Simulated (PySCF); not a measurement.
Geometries of 2 isomers of C4H7Br, from PBE0-D3(BJ)/def2-SVP geometry optimisation, gas phase (PySCF). One conformer each, no zero-point energy, no frequencies.

Task: Which is lower in electronic energy at this level?
A.
```xyz
12
angstrom
C      2.293   -0.073   -0.238
C      1.258    0.085    0.588
C     -0.128   -0.425    0.336
C     -1.117    0.723    0.220
Br    -2.937    0.091   -0.043
H      2.188   -0.615   -1.183
H      3.282    0.324    0.002
H      1.406    0.637    1.526
H     -0.445   -1.083    1.163
H     -0.153   -1.029   -0.584
H     -0.887    1.368   -0.638
H     -1.138    1.341    1.128
```
B.
```xyz
12
angstrom
Br     1.938    0.357   -1.930
C      0.961    0.072   -0.278
C     -0.134    1.071    0.104
C     -0.930   -0.130    0.658
C     -0.069   -1.058   -0.224
H      1.729   -0.024    0.501
H      0.138    1.894    0.780
H     -0.610    1.487   -0.796
H     -2.017   -0.138    0.494
H     -0.735   -0.289    1.729
H     -0.528   -1.212   -1.212
H      0.257   -2.029    0.175
```

Result: B. That is `BrC1CCC1` (bromocyclobutane), 3.9 kcal/mol below the other.

```
  SMILES              atoms numbered as above       E (Eh)  relative (kcal/mol)  relative (kJ/mol)  dipole (D)
BrC1CCC1  [Br:1][CH:2]1[CH2:3][CH2:4][CH2:5]1  -2729.87007                  0.0                0.0        2.15
 C=CCCBr   [CH2:1]=[CH:2][CH2:3][CH2:4][Br:5]  -2729.86389                  3.9               16.2        1.86
```

As drawn, the lower has a four-membered ring, which the higher lacks; the higher has a C=C bond outside aromatic rings, which the lower lacks.
